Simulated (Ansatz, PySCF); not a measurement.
BH₂O₃, charge -1. Atoms are numbered in the order given.

```xyz
6

O      0.0000     1.1715    -0.7241
B      0.0000     0.0000     0.1083
O      0.0000    -1.1715    -0.7241
O      0.0000     0.0000     1.4070
H      0.0000     1.9086    -0.1058
H      0.0000    -1.9086    -0.1058
```
Charge -1, spin multiplicity 1.

The structure is a stationary point at B3LYP-D3(BJ)/def2-SVPD. One conformer was computed; it need not be the lowest.

Estimates of the vertical detachment energy (IE) of the anion in eV. Rows of orbital energies are one-electron estimates, which approximate functionals can put far too low.

```csv
level,IE
"−ε(HOMO), −ε(LUMO), HF/def2-TZVPD (PySCF)",4.96
"−ε(HOMO), −ε(LUMO), PBE/def2-TZVPD (PySCF)",-0.46
ADC(2)/aug-cc-pVDZ (PySCF),1.88
"ΔSCF, PBE0/def2-SVPD (Ansatz), final states of multiplicity 2",3.42
"ΔSCF, PBE/def2-SVPD (Ansatz), final states of multiplicity 2",3.40
```

Q: What vertical singlet–triplet gap does ΔSCF give with PBE0/def2-SVPD (Ansatz, a first-principles code) and with PBE/def2-SVPD (Ansatz)? (The exact figures need the calculation; the answer reports its results.)

A: 4.23 and 4.08 eV (triplet above singlet where positive).

Computed lowest 1s main lines (those of the lightest heavy element) from CVS-ADC(2)-x/aug-cc-pVDZ (PySCF, non-relativistic), with pole strengths:
192.6 eV (1.59).

Q: Beyond the first one, list the lowest photoelectron lines from ADC(2)/aug-cc-pVDZ (PySCF) with their pole strengths (two spins summed). (Estimate from the structure and the level; the computed values follow.)

A: 2.70 eV (1.71), 4.50 eV (1.69), 4.84 eV (1.74), 6.71 eV (1.74), 7.34 eV (1.72).
